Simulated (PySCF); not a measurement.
## Calculated data, CH₆B₃, C₂H₅OSi

All values are calculated (PySCF 2.14.0). Calculation on a computer-drawn molecule: optimised geometry and harmonic frequencies of an isolated molecule of the commonest isotopes, restricted reference for singlets and unrestricted otherwise, frozen core in MP2.

Common to all runs: method HF.

```yaml
- entry: 1
  formula: CH6B3
  start_structure:
    atoms_angstrom:
      - [B, -1.9929, 0.6086, 0.4839]
      - [C, -0.5576, 0.8802, 0.3632]
      - [B, -0.7364, -0.8313, 0.4252]
      - [B, 0.5365, -1.7749, 0.3056]
      - [H, -3.1101, 0.7837, 0.5126]
      - [H, -0.0593, 1.2481, -0.474]
      - [H, 0.0005, 1.2584, 1.2428]
      - [H, -1.8374, -1.2692, 0.4267]
      - [H, 0.9783, -2.1938, -0.709]
      - [H, 1.0362, -2.2173, 1.2923]
  given:
    charge: 1
    multiplicity: 1
    basis: cc-pVDZ
    drawn_bonds_atom: [1, 2, 3, 1, 2, 2, 3, 4, 4]
    drawn_bonds_other_atom: [2, 3, 4, 5, 6, 7, 8, 9, 10]
    drawn_bonds_order: [1, 1, 1, 1, 1, 1, 1, 1, 1]
  results:
    optimised_atom_element: [B, C, B, B, H, H, H, H, H, H]
    "optimised_atom_x [angstrom]": [-2.088, -0.6856, -0.699, 0.6893, -3.239, 0.01371, -0.3806, -1.721, 0.869, 1.498]
    "optimised_atom_y [angstrom]": [1.064, 0.6897, -0.9583, -1.861, 1.275, 1.1, 1.015, -1.464, -2.297, -2.07]
    "optimised_atom_z [angstrom]": [0.2554, 0.4195, 0.5569, 0.2253, 0.1504, -0.3111, 1.433, 0.9335, -0.8751, 1.082]
    "modes_frequency [cm^-1]": [74.38, 137.9, 234.2, 294.4, 446.4, 506.8, 683.7, 725.1, 825.9, 921.7, 962.7, 991.3, 1034, 1092, 1179, 1238, 1292, 1440, 2695, 2708, 2788, 2965, 3100, 3257]
    "modes_reduced_mass [dalton]": [2.012, 2.612, 2.669, 1.117, 1.165, 1.144, 1.677, 1.629, 1.282, 2.1, 1.683, 1.698, 1.471, 1.262, 1.717, 1.353, 1.717, 1.339, 1.063, 1.081, 1.124, 1.117, 1.069, 1.09]
    "rotational_constants [GHz]": [26.63, 3.975, 3.702]
    "total_energy [hartree]": -115.0741
    "convergence_status_largest_gradient_component [hartree/bohr]": 3.066e-05
- entry: 2
  formula: C2H5OSi
  start_structure:
    atoms_angstrom:
      - [C, 0.3002, 2.6497, -0.8094]
      - [Si, -0.8885, 1.199, -0.627]
      - [C, 0.1802, -0.4192, -0.4644]
      - [O, -2.3556, 1.3707, -0.5999]
      - [H, -0.0006, 3.6917, -0.9402]
      - [H, 1.3698, 2.5141, -0.7068]
      - [H, -0.4753, -1.2083, -0.2802]
      - [H, 0.7809, -0.3435, 0.4174]
      - [H, 0.7755, -0.499, -1.2878]
  given:
    charge: 0
    multiplicity: 2
    basis: "cc-pV(D+d)Z"
    drawn_bonds_atom: [1, 2, 2, 1, 1, 3, 3, 3]
    drawn_bonds_other_atom: [2, 3, 4, 5, 6, 7, 8, 9]
    drawn_bonds_order: [1, 1, 2, 1, 1, 1, 1, 1]
  results:
    "total_energy [hartree]": null
    "rotational_constants [GHz]": null
    spin_squared: null
```

Q: Give the missing total energy for C₂H₅OSi (entry 2).
A: -442.4305 hartree

Q: Give the missing rotational constants for C₂H₅OSi (entry 2).
A: 7.054, 6.443, 3.439 GHz

Q: Give the missing spin squared for C₂H₅OSi (entry 2).
A: 0.7667

Further results for C₂H₅OSi (entry 2):

| Quantity | Value |
| --- | --- |
| convergence status largest gradient component | 1.537e-05 hartree/bohr |

Optimised structure:
```xyz
9
C2H5OSi
C      0.3160     2.6506    -0.7876
Si    -0.8024     1.2150    -0.6099
C      0.1358    -0.3766    -0.4277
O     -2.2989     1.3404    -0.6139
H     -0.0773     3.6556    -0.9027
H      1.3993     2.5696    -0.7865
H     -0.5493    -1.2195    -0.3357
H      0.7771    -0.3414     0.4584
H      0.7863    -0.5385    -1.2926
```

Modes:
```csv
frequency (cm⁻¹),reduced mass (dalton)
78.13,1.05
236.3,2.38
261.6,1.042
314.5,4.359
315.7,3.669
659.9,1.293
683.3,3.236
754.3,1.711
797.3,1.355
859.4,2.497
900.1,1.632
1317,9.895
1393,1.316
1495,1.151
1540,1.049
1550,1.052
3169,1.037
3242,1.099
3274,1.055
3288,1.101
3378,1.114
```
